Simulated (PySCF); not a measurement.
propylene glycol (C3H8O2), SMILES CC(O)CO. Geometry optimised at PBE0-D3(BJ)/def2-SVP. Other conformers were not sampled.

Question: Give the equilibrium geometry at PBE0-D3(BJ)/def2-SVP (PySCF confirms it by a frequency run) as Cartesian coordinates in Å. (Estimate from the structure and the level; the computed values follow.)

Answer: Several could match; the one computed here: 
```xyz
13

C      1.8257     0.1454     0.3725
C      0.4359     0.2827    -0.2117
O     -0.3026     1.3250     0.4054
C     -0.3862    -0.9971    -0.1386
O     -1.6773    -0.7799    -0.6152
H      2.3648     1.1016     0.3129
H      1.7785    -0.1581     1.4326
H      2.4105    -0.6166    -0.1646
H      0.5026     0.5791    -1.2721
H     -0.2565     1.1886     1.3600
H      0.0836    -1.7922    -0.7412
H     -0.3855    -1.3539     0.9176
H     -1.9120     0.1050    -0.2998
```
